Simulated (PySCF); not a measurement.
Vertical excitations of a molecule C4H7O, multiplicity 2 from TDA-PBE/def2-SVPD (PySCF 2.14.0), as energy in eV (oscillator strength): 1.37 (0.000), 4.37 (0.009), 4.71 (0.001), 4.91 (0.000), 4.98 (0.000), 5.46 (0.001), 5.56 (0.000), 5.62 (0.001), 5.63 (0.000), 5.68 (0.096). Geometry: B3LYP-D3(BJ)/def2-SVP. One conformer was computed; it need not be the lowest.

Task: Identify the compound among the candidates.
A. [CH]1CCCO1
B. [CH2]C(=O)CC
C. [CH2]CC(C)=O
D. C[CH]C(C)=O

Result: D, C[CH]C(C)=O
